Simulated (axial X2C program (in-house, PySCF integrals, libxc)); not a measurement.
## Bond lengths and stretching modes, held linear, of SCuS

Calculated with an in-house all-electron X2C program for linear molecules (integrals from PySCF): two-component X2C with atomic mean-field Coulomb and Gaunt terms, Gaussian nuclei, basis S dyall-av3z, Cu dyall-v3z with contracted cores. Spin-free rows use the one-electron spin-free X2C Hamiltonian.

Masses S 31.972, Cu 62.930, S 31.972 u. States: 2c Ω = 5/2 (beyond evenly filled blocks: ω = -1/2, 2 × ω = 3/2); spin-free M_S = 3/2, Λ = 1 (beyond evenly filled blocks: 2 × π+α, π+β, 2 × π-α).

HF, 2c: energies above the lowest point

```json
{"r(S–Cu) (Å)": "2.0290", "r(Cu–S) (Å)": "2.0290", "E (meV)": "573.83"}
{"r(S–Cu) (Å)": "2.0290", "r(Cu–S) (Å)": "2.0810", "E (meV)": "426.97"}
{"r(S–Cu) (Å)": "2.0290", "r(Cu–S) (Å)": "2.1330", "E (meV)": "334.64"}
{"r(S–Cu) (Å)": "2.0810", "r(Cu–S) (Å)": "2.0290", "E (meV)": "426.97"}
{"r(S–Cu) (Å)": "2.0810", "r(Cu–S) (Å)": "2.0810", "E (meV)": "278.92"}
{"r(S–Cu) (Å)": "2.0810", "r(Cu–S) (Å)": "2.1330", "E (meV)": "185.96"}
{"r(S–Cu) (Å)": "2.0810", "r(Cu–S) (Å)": "2.1850", "E (meV)": "139.21"}
{"r(S–Cu) (Å)": "2.1330", "r(Cu–S) (Å)": "2.0290", "E (meV)": "334.64"}
{"r(S–Cu) (Å)": "2.1330", "r(Cu–S) (Å)": "2.0810", "E (meV)": "185.96"}
{"r(S–Cu) (Å)": "2.1330", "r(Cu–S) (Å)": "2.1330", "E (meV)": "92.82"}
{"r(S–Cu) (Å)": "2.1850", "r(Cu–S) (Å)": "2.0810", "E (meV)": "139.21"}
{"r(S–Cu) (Å)": "2.1850", "r(Cu–S) (Å)": "2.1850", "E (meV)": "0.00"}
```

Fit a quadratic surface with cubic terms in each bond: where is the minimum, and what are the two stretching wavenumbers?

At HF, 2c: bonds 2.227 and 2.227 Å; harmonic stretches 305.5 and 437.3 cm⁻¹; force constants 1.77, 1.77 and coupling -0.01 mdyn/Å.

The other levels and Hamiltonians give:

```
Hamiltonian  level  r(S–Cu) (Å)  r(Cu–S) (Å)  lower stretch (cm⁻¹)  upper stretch (cm⁻¹)
         2c   PBE0        2.079        2.079                 350.3                 433.8
         2c    PBE        2.090        2.090                 349.6                 423.7
  spin-free   PBE0        2.078        2.078                 350.5                 435.1
  spin-free     HF        2.201        2.201                 319.7                 444.6
  spin-free    PBE        2.090        2.090                 349.8                 424.3
  spin-free    MP2        2.072        2.072                 337.3                 488.2
```

Each state is one determinant, the lowest of a limited PBE0 search; the stretches come from a fit to these few points and carry an uncertainty of a few per cent. Other orders of the atoms were not compared. Left out for rough or failed fits: MP2 2c. MP2 freezes inner shells (threshold -2 hartree). The molecule was held linear; bending was not examined, so a bent shape may lie lower. Note: functional without a current term on a determinant with orbital currents, of the molecule or an atom. Note: several unpaired electrons, one determinant need not be a pure state.
